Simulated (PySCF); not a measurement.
O₂ (SMILES O=O), triplet, at a GFN2-xTB geometry; DF-PBE0/6-311+G(2d,p) (PySCF).

The PySCF input:
```python
from pyscf import gto, scf, dft

mol = gto.M(
    atom='''
O    -0.00000000   -0.00000000   -0.60491107
O     0.00000000    0.00000000    0.60491107
''',
    basis='6-311+g(2d,p)',
    spin=2,
    verbose=4,
)

mf = dft.UKS(mol)
mf.xc = 'pbe0'
mf = mf.density_fit(auxbasis='def2-universal-jkfit')
mf.kernel()
```

Question: What does PySCF print? Leave out banner, timings and long lists.

Answer: 
```
PySCF version 2.14.0

[INPUT] verbose = 4
[INPUT] num. atoms = 2
[INPUT] num. electrons = 16
[INPUT] charge = 0
[INPUT] spin (= nelec alpha-beta = 2S) = 2
[INPUT] symmetry False subgroup None
[INPUT] Mole.unit = angstrom
[INPUT] Symbol           X                Y                Z      unit          X                Y                Z       unit  Magmom
[INPUT]  1 O      0.000000000000   0.000000000000  -0.604911070000 AA    0.000000000000   0.000000000000  -1.143116252018 Bohr   0.0
[INPUT]  2 O      0.000000000000   0.000000000000   0.604911070000 AA    0.000000000000   0.000000000000   1.143116252018 Bohr   0.0

nuclear repulsion = 27.9936532645038
number of shells = 22
number of NR pGTOs = 80
number of NR cGTOs = 54
basis = 6-311+g(2d,p)
ecp = {}

******** <class 'pyscf.df.df_jk.DFUKS'> ********
method = DFUKS
initial guess = minao
damping factor = 0
level_shift factor = 0
DIIS = <class 'pyscf.scf.diis.CDIIS'>
diis_start_cycle = 1
diis_space = 8
diis_damp = 0
SCF conv_tol = 1e-09
SCF conv_tol_grad = None
SCF max_cycles = 50
direct_scf = False
number electrons alpha = 9  beta = 7
XC library pyscf.dft.libxc version 7.1.2
    S. Lehtola, C. Steigemann, M. J. T. Oliveira, and M. A. L. Marques,  SoftwareX 7, 1–5 (2018)
XC functionals = pbe0
    C. Adamo and V. Barone,  J. Chem. Phys. 110, 6158 (1999)
    M. Ernzerhof and G. E. Scuseria,  J. Chem. Phys. 110, 5029 (1999)
radial grids:
    Treutler-Ahlrichs [JCP 102, 346 (1995); DOI:10.1063/1.469408] (M4) radial grids

becke partition: Becke, JCP 88, 2547 (1988); DOI:10.1063/1.454033
pruning grids: <function nwchem_prune>
grids dens level: 3
symmetrized grids: False
atomic radii adjust function: <function treutler_atomic_radii_adjust>
small_rho_cutoff = 0
Set gradient conv threshold to 3.16228e-05
tot grids = 28168
******** <class 'pyscf.df.df.DF'> ********
auxbasis = def2-universal-jkfit
init E= -150.386741448467

cycle= 1 E= -150.207333338259  delta_E= 0.179  |g|= 0.173  |ddm|= 0.931
cycle= 2 E= -150.217475830863  delta_E= -0.0101  |g|= 0.0748  |ddm|= 0.153
cycle= 3 E= -150.21914481396  delta_E= -0.00167  |g|= 0.0166  |ddm|= 0.0411
cycle= 4 E= -150.219267095487  delta_E= -0.000122  |g|= 0.00757  |ddm|= 0.0179
cycle= 5 E= -150.219288298697  delta_E= -2.12e-05  |g|= 0.000426  |ddm|= 0.00486
cycle= 6 E= -150.219288441212  delta_E= -1.43e-07  |g|= 2.24e-05  |ddm|= 0.00072
cycle= 7 E= -150.219288441505  delta_E= -2.93e-10  |g|= 2.86e-06  |ddm|= 2.64e-05
Extra cycle  E= -150.219288441509  delta_E= -3.35e-12  |g|= 1.59e-06  |ddm|= 3.04e-06
converged SCF energy = -150.219288441509  <S^2> = 2.0099867  2S+1 = 3.0066504
```
